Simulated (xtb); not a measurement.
CF₂I, SMILES F[C](F)I (connectivity only; charge and spin as stated), charge +1, multiplicity 1. All values are semi-empirical tight-binding results from xtb (GFN2-xTB unless named), good for trends rather than for accurate numbers. Coordinates come from a GFN2-xTB optimisation. The spin state was assumed, not searched. The isomer is the one that the SMILES or the coordinates give; other isomers of the formula were not compared.

Optimised geometry:

```xyz
4

F      0.0000     1.0596    -1.9100
C      0.0000     0.0000    -1.2287
F      0.0000    -1.0596    -1.9100
I      0.0000     0.0000     0.7878
```
Charge +1, spin multiplicity 1.

Computed properties:
| Quantity | Value |
|---|---|
| point group as xtb finds it | C2v |
| orbital gap | 2.24 eV |
| zero-point energy | 6.4 kcal/mol |
| G − E(el) at 298.15 K (modified RRHO) | -11.4 kcal/mol |
| static polarisability (D4 model) | 46.2 bohr³ |
| solvation energy, GFN2-xTB/ALPB(water) | -52.4 kcal/mol |
| solvation energy, GFN2-xTB/ALPB(methanol) | -48.5 kcal/mol |

Computed atomic charges and the Wiberg bond orders between heavy atoms:
charges (e) F1 0.07, C2 0.43, F3 0.07, I4 0.43. Bond orders F1–C2 1.25, C2–F3 1.25, C2–I4 1.37.
